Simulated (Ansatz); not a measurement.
K₅H₆⁻. Charge -1, multiplicity 1. Geometry PBE-D4/def2-SVPD; atoms count from 1.

```xyz
11

K    -0.3937    2.2280   -3.9551
K    -0.5844   -1.0568    2.0098
K    -2.4977    0.7513   -0.9039
K     2.5624   -2.1655    3.5365
K     1.2822    0.2009   -0.6425
H    -2.7312    2.0273   -3.1622
H     1.6776    1.4239   -2.9304
H    -1.1393   -1.4526   -0.5809
H     2.4146   -1.0321    1.3916
H     0.2298   -2.3339    4.2543
H    -0.8203    1.4094    0.9827
```

Another isomer (singlet) lies 0.53 eV lower at PBE0-D4/def2-TZVPD; other spin states weren't run for this one.

(1) Estimate the Mulliken populations from the PBE0/def2-TZVPD orbitals of Ansatz.

## Answers

(1) 
| atom | charge (e) |
| --- | --- |
| K1 | 0.60 |
| K2 | 0.36 |
| K3 | 0.34 |
| K4 | 0.50 |
| K5 | 0.43 |
| H6 | -0.53 |
| H7 | -0.54 |
| H8 | -0.52 |
| H9 | -0.59 |
| H10 | -0.52 |
| H11 | -0.52 |
Mulliken values and Mayer orders depend strongly on the basis. With diffuse functions, as here, like atoms can get unlike values, and bond orders can come out too low or too high.
